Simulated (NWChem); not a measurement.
System: Si2H4ClF; SMILES [SiH2](Cl)[SiH2]F

Here is an NWChem input.

```
start job
memory heap 200 mb stack 900 mb global 1100 mb
geometry units angstroms noautoz
  Si    -0.082905     1.514958     0.474710
  F      1.012595     2.155185    -0.532739
  Si    -0.796698    -0.587108    -0.295028
  Cl     0.730138    -2.006649    -0.160391
  H      0.518705     1.396143     1.828782
  H     -1.263610     2.421714     0.530686
  H     -1.252934    -0.544208    -1.708027
  H     -1.922881    -1.054326     0.557849
end
basis spherical
  * library def2-svp
end
dft
  xc b3lyp
  iterations 150
  vectors input atomic output neutral.movecs
end
task dft energy
charge 1
dft
  odft
  mult 2
  vectors input atomic output cation.movecs
end
task dft energy
```

All runs use the structure optimised with B3LYP/6-31G* (spherical d).

Ions are spin-unrestricted doublets at the neutral geometry; other ion states weren't tried.

### Question
What results follow from this input? (B3LYP/def2-SVP, vertical spin-unrestricted ions.) Quantities: vertical ionisation energy, ΔSCF (eV); −ε(HOMO) (eV).

### Answer
| Property | Result |
|---|---|
| vertical ionisation energy, ΔSCF (eV) | 10.25 |
| −ε(HOMO) (eV) | 7.97 |
